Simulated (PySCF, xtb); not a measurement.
YF3, SMILES [F][Y]([F])[F].

GFN2-xTB (xtb) at its own geometry gives an orbital gap of 2.51 eV and a dipole moment of 5.94 D.

Geometry: PBE0-D3(BJ)/def2-TZVP. The isomer is the one that the SMILES or the coordinates give; other isomers of the formula were not compared. The def2 effective core potentials stand for the cores of Y; spin–orbit coupling is left out.

Problem. What does CAM-B3LYP/def2-TZVPD run with PySCF give? (The exact figures need the calculation; the answer reports its results.)

Solution. gap 10.44 eV (levels -12.15 and -1.71 eV), dipole 0.00 D.
